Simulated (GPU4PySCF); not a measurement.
Pt(Cl)2(bpy) (C10H8Cl2N2Pt), SMILES c1cc[n]2c(-c3[n](cccc3)->[Pt]<-2([Cl])[Cl])c1, multiplicity 1. Coordinates come from a B3LYP-D3(BJ)/def2-TZVP optimisation. The spin state was assumed, not searched. The isomer is the one that the SMILES or the coordinates give; other isomers of the formula were not compared. The def2 effective core potentials stand for the cores of Pt; spin–orbit coupling is left out. Other conformers were not sampled.

Computed equilibrium geometry at B3LYP-D3(BJ)/def2-TZVP (GPU4PySCF confirms it by a frequency run) as bond lengths and angles, and its point group (one conformer of several):
point group C2v.
Atoms: Pt1 Cl2 Cl3 C4 C5 C6 N7 C8 C9 C10 C11 C12 C13 C14 N15 H16 H17 H18 H19 H20 H21 H22 H23. Bonds (Å): Pt1–Cl2 2.304, Pt1–Cl3 2.304, Pt1–N7 2.036, Pt1–N15 2.036, C4–C5 1.388, C4–C9 1.385, C4–H16 1.081, C5–C6 1.383, C5–H17 1.081, C6–N7 1.340, C6–H18 1.081, N7–C8 1.358, C8–C9 1.390, C8–C10 1.465, C9–H19 1.079, C10–C11 1.390, C10–N15 1.358, C11–C12 1.385, C11–H20 1.079, C12–C13 1.388, C12–H21 1.081, C13–C14 1.383, C13–H22 1.081, C14–N15 1.340, C14–H23 1.081. Bond angles (°): Cl2–Pt1–Cl3 90.7, Cl2–Pt1–N7 94.7, Cl2–Pt1–N15 174.6, Cl3–Pt1–N7 174.6, Cl3–Pt1–N15 94.7, N7–Pt1–N15 79.9, C5–C4–C9 118.9, C5–C4–H16 120.8, C9–C4–H16 120.3, C4–C5–C6 119.3, C4–C5–H17 121.4, C6–C5–H17 119.3, C5–C6–N7 121.7, C5–C6–H18 123.3, N7–C6–H18 115.0, Pt1–N7–C6 125.1, Pt1–N7–C8 115.1, C6–N7–C8 119.8, N7–C8–C9 120.7, N7–C8–C10 115.0, C9–C8–C10 124.3, C4–C9–C8 119.6, C4–C9–H19 120.3, C8–C9–H19 120.1, C8–C10–C11 124.3, C8–C10–N15 115.0, C11–C10–N15 120.7, C10–C11–C12 119.6, C10–C11–H20 120.1, C12–C11–H20 120.3, C11–C12–C13 118.9, C11–C12–H21 120.3, C13–C12–H21 120.8, C12–C13–C14 119.3, C12–C13–H22 121.4, C14–C13–H22 119.3, C13–C14–N15 121.7, C13–C14–H23 123.3, N15–C14–H23 115.0, Pt1–N15–C10 115.1, Pt1–N15–C14 125.1, C10–N15–C14 119.8.
Charge 0, spin multiplicity 1.
